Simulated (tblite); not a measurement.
Species: C6H9FSi.
Numbering: `[CH:1]#[C:2][C@@H:3]1[SiH2:4][CH2:5][CH2:6][C@H:7]1[F:8]` (hydrogens: H9 on C1; H10 on C3; H11, H12 on Si4; H13, H14 on C5; H15, H16 on C6; H17 on C7)

A start from a force field or distance geometry was refined with tblite 0.8.0, GFN2-xTB geometry optimisation, gas phase. Values at the start:

```csv
coordinate,start
C1≡C2,1.218 Å
C1–H9,1.058 Å
C2–C3,1.459 Å
C3–Si4,1.898 Å
C3–C7,1.529 Å
C3–H10,1.084 Å
Si4–C5,1.895 Å
Si4–H11,1.450 Å
Si4–H12,1.458 Å
C5–C6,1.519 Å
C5–H13,1.111 Å
C5–H14,1.094 Å
C6–C7,1.512 Å
C6–H15,1.110 Å
C6–H16,1.099 Å
C7–F8,1.367 Å
C2–C3–Si4,110.1°
C2–C3–C7,110.9°
C3–Si4–C5,96.5°
C3–C7–C6,105.7°
C3–C7–F8,112.0°
Si4–C3–C7,97.2°
Si4–C5–C6,100.5°
C6–C7–F8,105.8°
C2–C3–Si4–C5,-90°
C2–C3–C7–C6,64°
C3–Si4–C5–C6,6°
C5–C6–C7–F8,-57°
```

How do these coordinates change at the GFN2-xTB level?

```tsv
coordinate	GFN2-xTB (Å or °)	change
C3–Si4	1.926	+0.028
C5–H13	1.088	-0.023
C1≡C2	1.198	-0.020
C6–H15	1.091	-0.019
C7–F8	1.386	+0.019
C2–C3	1.441	-0.018
C5–C6	1.532	+0.013
Si4–H11	1.462	+0.012
Si4–C5	1.906	+0.011
C6–C7	1.523	+0.011
C1–H9	1.049	-0.009
C3–H10	1.093	+0.009
C6–H16	1.092	-0.007
Si4–H12	1.463	+0.005
C5–H14	1.090	-0.004
C3–C7	1.532	+0.003
Si4–C3–C7	103.6	+6.4
Si4–C5–C6	105.2	+4.7
C3–C7–F8	108.5	-3.5
C6–C7–F8	109.0	+3.2
C3–C7–C6	108.9	+3.2
C3–Si4–C5	93.4	-3.1
C2–C3–Si4	111.9	+1.8
C2–C3–C7	110.2	-0.7
C2–C3–C7–C6	81	+17
C2–C3–Si4–C5	-104	-14
C5–C6–C7–F8	-68	-11
C3–Si4–C5–C6	11	+5
```

The energy falls by 36.7 kJ/mol over 86 L-BFGS steps, the largest force on an atom goes from 1.83 to 0.008 eV/Å, and the atoms move by 0.222 Å rms after alignment. The bond that changes most is C3–Si4 (sp3 carbon bound to silicon to SiH2 silicon), which lengthens by 0.028 Å. Bonds longer at the end by more than 0.005 Å: 8 of 17; shorter: 6. Among the dihedrals that turn most is C2–C3–C7–F8, from 179° to -160°. Rotational constants go from 2456, 1520, 1321 to 2217, 1528, 1231 MHz.

Hardware: an Intel Xeon at 2.50 GHz with one thread, shared host with 64 logical CPUs at a one-minute load of 59. Cost: 2.0 s of wall time.

Its GFN2-xTB frequencies are all real (lowest 54 cm⁻¹). One conformer, not necessarily the lowest.

All values are computed, not measured.
